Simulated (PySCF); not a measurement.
## How the method changes the constants of KP

State: ³Σ⁻ (triplet), unpaired electrons π ↑↑. Set-up: K 6-31G(d,p), P 6-31G(d,p); no relativity (PySCF 2.14). De refers to K + P in their high-spin ground configurations, without counterpoise correction. The functionals are run spin-unrestricted. A positive dipole means K(−)P(+). Levels whose curve was spin-contaminated or gave no clean fit are not listed.

```json
{"Level": "UHF-CCSD", "Re (Å)": "3.131", "ωe (cm⁻¹)": "178", "De (eV)": "0.58", "μ (D)": "n/a"}
{"Level": "UHF-CCSD(T)", "Re (Å)": "3.136", "ωe (cm⁻¹)": "182", "De (eV)": "0.63", "μ (D)": "n/a"}
{"Level": "LDA", "Re (Å)": "2.971", "ωe (cm⁻¹)": "210", "De (eV)": "1.60", "μ (D)": "-7.79"}
{"Level": "PBE", "Re (Å)": "3.039", "ωe (cm⁻¹)": "198", "De (eV)": "1.37", "μ (D)": "-8.04"}
{"Level": "TPSS", "Re (Å)": "3.038", "ωe (cm⁻¹)": "203", "De (eV)": "1.46", "μ (D)": "-8.81"}
{"Level": "r²SCAN", "Re (Å)": "3.052", "ωe (cm⁻¹)": "200", "De (eV)": "1.29", "μ (D)": "-9.18"}
{"Level": "TPSSh", "Re (Å)": "3.034", "ωe (cm⁻¹)": "206", "De (eV)": "1.40", "μ (D)": "-9.20"}
{"Level": "PBE0", "Re (Å)": "3.028", "ωe (cm⁻¹)": "207", "De (eV)": "1.26", "μ (D)": "-9.23"}
```

The bond length runs from 2.971 Å (LDA) to 3.136 Å (UHF-CCSD(T)). De spans 0.58 eV (UHF-CCSD, coupled cluster) to 1.60 eV (LDA, local density).

Correlated steps freeze 10 core orbitals. Correlated levels converge slowly with the basis: in double zeta they bind strong bonds too weakly, by up to about 1 eV, and carry superposition errors of some tenths. The state is the lowest determinant that a PBE0 search found; another state may lie lower at other levels.

The whole job (state search and all levels along the bond) took about 2.6 min on 1 thread of Arm Neoverse V1 (shared host), peak memory 0.58 GiB.
